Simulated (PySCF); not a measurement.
C₂H₄F₃OSi (doublet state).
Cartesian coordinates in Å at the GFN2-xTB level; atoms count from 1:
```xyz
11
C2H4F3OSi angstrom
O      1.640   -0.791    0.936
Si     1.393    0.405   -0.115
C     -0.393    0.563   -0.627
C     -1.448   -0.289   -0.072
F     -1.539   -1.494   -0.692
F     -1.256   -0.590    1.235
F     -2.678    0.250   -0.149
H      1.068   -0.995    1.672
H      1.760    1.709    0.446
H      2.190   -0.004   -1.265
H     -0.731    1.236   -1.395
```

The hyperfine couplings belong to this conformer and change with its torsions.

Identity: `O[SiH2][CH]C(F)(F)F` [radical].

Method: UKS B3LYP, pcH-1 on C F H O Si, non-relativistic, mean-field spin-orbit, GIAO in PySCF. The structure is a single GFN2-xTB conformer in the gas phase; no vibrational or solvent corrections. The geometry wasn't refined by DFT: couplings that depend on bond lengths, twists or pyramidal angles can differ widely from those at the functional's own minimum.

What are Nα, Nβ and the exact ⟨S²⟩?

Nα = 33, Nβ = 32 (65 in all), and S(S+1) = 0.75 for S = 1/2.

Mulliken spin populations, one withheld:

```
atom         bound to  population
  O1          Si2, H8     -0.0022
 Si2  O1, C3, H9, H10     -0.0426
  C3     Si2, C4, H11     +1.0048
  C4   C3, F5, F6, F7     -0.0351
  F5               C4     +0.0338
  F6               C4     +0.0120
  F7               C4     +0.0092
  H8               O1     +0.0002
  H9              Si2     +0.0291
 H10              Si2     +0.0323
 H11               C3           ?
```

Complete the table.

1 − (1.0415) gives -0.041, since all populations sum to 2S.

How is the spin shared among the elements?

Carbon +0.97, fluorine +0.06, hydrogen +0.02, oxygen 0.00, silicon -0.04. The positive populations sum to 1.12, the negative ones to -0.12.

With ⟨S²⟩ = 0.7533, find the sum of squared α–β overlaps and estimate the admixture of higher spin.

Σ|⟨iα|jβ⟩|² over occupied orbitals = Nβ − [⟨S²⟩ − S(S+1)] = 32 − 0.0033 = 31.9967. If the quartet state (S + 1) were the only admixture, its weight would be 0.0033/(2S + 2) = 0.11 %. For Kohn–Sham this describes the determinant of the orbitals, not the true wave function.

What Fermi-contact NMR shifts do the couplings of Si2, C4, H8, H11 imply at 250 K (Curie law, g = gₑ)?

δ = a_FC·h·gₑ μB S(S+1)/(3 g_N μN kT), with k/h = 20836.6 MHz/K:

```json
{"nuclei": "Si2", "isotope": "29Si", "a_FC (MHz)": "44.20", "g_N": "-1.1106", "contact shift (ppm)": "-7022"}
{"nuclei": "C4", "isotope": "13C", "a_FC (MHz)": "-37.17", "g_N": "1.4048", "contact shift (ppm)": "-4669"}
{"nuclei": "H8", "isotope": "1H", "a_FC (MHz)": "-0.33", "g_N": "5.5857", "contact shift (ppm)": "-11"}
{"nuclei": "H11", "isotope": "1H", "a_FC (MHz)": "-58.77", "g_N": "5.5857", "contact shift (ppm)": "-1857"}
```

The sign follows the spin density at the nucleus: positive density means a positive shift.

The spin density at the nucleus, in bohr⁻³, is negative for Si2 (-0.0497), C4 (-0.0331) and H11 (-0.0131), for instance. A restricted open-shell determinant has no negative spin density anywhere; here it arises because α and β orbitals differ (spin polarisation).
